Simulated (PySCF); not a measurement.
## Electron correlation in C²⁺ (carbon, charge +2)

[He] 2s2, closed-shell 1S. Calculation: PySCF 2.14, in x2c-QZVPPall; the spin-free X2C one-electron Hamiltonian (Gaussian nucleus). Frozen: nothing; 4 electrons correlated.

```
  level  correlation energy (mhartree)
   CCSD                         -92.81
    (T)                          -0.45
CCSD(T)                         -93.26
```

Diagnostics: T1 = 0.0063, D1 = 0.0126, largest double amplitude 0.153.

A double-excitation amplitude exceeds 0.15, a sign of near-degeneracy.

Cost of the coupled-cluster step: of the order of 0.8 core-seconds, for 4 correlated electrons.

Iterations:

```
CC2 = 0
CCSD nocc = 2, nmo = 57
frozen orbitals []
max_cycle = 100
direct = 0
conv_tol = 1e-08
conv_tol_normt = 1e-06
diis_space = 8
diis_start_cycle = 0
Init t2, MP2 energy = -36.4874499162847  E_corr(MP2) -0.0637767928886131
Init E_corr(CCSD) = -0.0637767928903549
cycle = 1  E_corr(CCSD) = -0.0783183726372433  dE = -0.0145415797  norm(t1,t2) = 0.0620817
cycle = 2  E_corr(CCSD) = -0.085287313601582  dE = -0.00696894096  norm(t1,t2) = 0.0331842
cycle = 3  E_corr(CCSD) = -0.0929254555902499  dE = -0.00763814199  norm(t1,t2) = 0.0176667
cycle = 4  E_corr(CCSD) = -0.0927730913757216  dE = 0.000152364215  norm(t1,t2) = 0.00025821
cycle = 5  E_corr(CCSD) = -0.0928273729955568  dE = -5.42816198e-05  norm(t1,t2) = 8.72038e-05
cycle = 6  E_corr(CCSD) = -0.092810944915481  dE = 1.64280801e-05  norm(t1,t2) = 4.14721e-05
cycle = 7  E_corr(CCSD) = -0.0928086077728721  dE = 2.33714261e-06  norm(t1,t2) = 5.14843e-06
cycle = 8  E_corr(CCSD) = -0.0928086558011436  dE = -4.80282715e-08  norm(t1,t2) = 1.04949e-07
cycle = 9  E_corr(CCSD) = -0.0928086461123785  dE = 9.68876507e-09  norm(t1,t2) = 4.31821e-08
CCSD converged
E(CCSD) = -36.5164817695085  E_corr = -0.09280864611237853
CCSD(T) correction = -0.000447977277184873
```

This basis was not built for core-valence correlation, so the inner-shell part is incomplete.
